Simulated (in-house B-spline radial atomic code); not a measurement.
Cs⁴⁺. Computed with a B-spline radial atomic code. Model: all-electron spherical atom, spin shells full or empty, radial basis limit, no spin-orbit coupling, Breit or QED, empty-state partial waves extrapolated as (l+1/2)^-4, RPA, G0W0 and static COHSEX of the highest shell as one setting changes (uncorrelated shells keep exact exchange).

Empty levels are discrete states of a finite basis, so the steps are uneven.

Given: element Cs; charge 4; filled core Kr; hamiltonian one-electron scalar X2C; mean-field start r2SCAN; highest l of empty states 9; nuclear rms radius 4.8041 fm; lowest nl shells left uncorrelated 9; highest mean-field shell 5p up; box radius 11.96 bohr.

Shell: 4d 5 5, 5s 1 1, 5p 3 0 (electrons up and down).

| highest empty level kept (hartree) | RPA correlation energy (hartree) | G0W0 level (eV) | G0W0 minus most complete (meV) | COHSEX level (eV) | linearised minus solved G0W0 (meV) |
| --- | --- | --- | --- | --- | --- |
| 8.33 | -0.16894 | -57.943 | 79.7 | -59.651 | -13.5 |
| 16.67 | -0.17446 | -57.999 | 24.2 | -59.806 | -13.8 |
| 29.17 | ? | ? | ? | ? | ? |
| 50 | -0.17685 | -58.021 | 1.8 | -59.872 | -14 |
| 83.33 | -0.17697 | -58.022 | 0.8 | -59.878 | -14 |
| 150 | -0.17702 | -58.022 | 0.3 | -59.88 | -14 |
| 250 | -0.17704 | -58.023 | 0.1 | -59.881 | -14 |
| 500 | ? | ? | ? | ? | ? |
| 1000 | -0.17705 | -58.023 | 0 | -59.882 | -14 |
| 2083.3 | -0.17705 | -58.023 | 0 | -59.882 | -14 |
| 5000 | -0.17705 | -58.023 | 0 | -59.882 | -14 |
| 16667 | -0.17705 | -58.023 | 0 | -59.882 | -14 |

(1) What follows for highest empty level kept = 500?

(2) What follows for highest empty level kept = 29.17?

Answers

(1) RPA correlation energy -0.17705 hartree; G0W0 level -58.023 eV; G0W0 minus most complete 0 meV; COHSEX level -59.882 eV; linearised minus solved G0W0 -14 meV.

(2) RPA correlation energy -0.17626 hartree; G0W0 level -58.015 eV; G0W0 minus most complete 7.4 meV; COHSEX level -59.852 eV; linearised minus solved G0W0 -13.9 meV.
